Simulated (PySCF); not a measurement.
The multiplicity is imposed and other spin states were not computed.

# [Cu(C2H4)(CN)] (charge 0, multiplicity 1)

The numbers are results of TPSSh-D3(BJ)/def2-TZVP // TPSS-D3(BJ)/def2-SVP run with PySCF, not measurements.

```
Property                                                         Result
----------------------------------------  -----------------------------
HOMO                                                           -7.15 eV
dipole moment                                                    8.37 D
HOMO–LUMO gap                                                   4.19 eV
LUMO                                                           -2.96 eV
charge on the central atom (Mulliken)                           -0.05 e
charge on the central atom (meta-Löwdin)                         0.61 e
total energy                                              -1812.0849 Ha
cost                                      around 5 core-minutes (rough)
```

Bonded distances (Å): Cu1–C2 2.063, Cu1–C3 2.064, Cu1–C8 1.866, C2–C3 1.379, C2–H4 1.098, C2–H5 1.098, C3–H6 1.098, C3–H7 1.098, C8–N9 1.176. Bond angles (°): C2–Cu1–C3 39.0, C2–Cu1–C8 160.5, C3–Cu1–C8 160.5, Cu1–C2–C3 70.5, Cu1–C2–H4 104.7, Cu1–C2–H5 104.7, C3–C2–H4 121.3, C3–C2–H5 121.3, H4–C2–H5 116.5, Cu1–C3–C2 70.4, Cu1–C3–H6 104.7, Cu1–C3–H7 104.7, C2–C3–H6 121.3, C2–C3–H7 121.3, H6–C3–H7 116.5, Cu1–C8–N9 179.9.
